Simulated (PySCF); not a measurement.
Ge(Br)(OH) (BrGeHO), SMILES [OH][Ge][Br] (connectivity only; charge and spin as stated), neutral, multiplicity 1. Heavy atoms are numbered as in [Ge:1]([Br:2])[OH:3]. Hydrogens are named by the atom that carries them.

The structure is a stationary point at B3LYP-D3(BJ)/def2-TZVP. One conformer was computed; it need not be the lowest.

Computed with B3LYP/pcSseg-2 run with PySCF.

GIAO shieldings, no solvent; atoms alike by connectivity are averaged. δ = σ(ref) − σ: ⁷³Ge against GeH4 (σ = 1629.1 ppm); ¹⁷O against H2O (σ = 325.5 ppm); ¹H against TMS (σ = 31.68 ppm), references at their B3LYP-D3(BJ)/def2-TZVP geometries, non-relativistic (without spin–orbit terms, shifts of atoms bonded to Cl or Br come out too high).

```json
[
 {"atoms": "Ge1", "nucleus": "⁷³Ge", "count": "1", "δ (ppm)": "___"},
 {"atoms": "O3 (OH)", "nucleus": "¹⁷O", "count": "1", "δ (ppm)": "322.2"},
 {"atoms": "H on O3", "nucleus": "¹H", "count": "1", "δ (ppm)": "7.79"}
]
```

Q: Fill in the missing entries. (The exact figures need the calculation; the answer reports its results.)

A: 
- Ge1, δ (ppm): 861.1
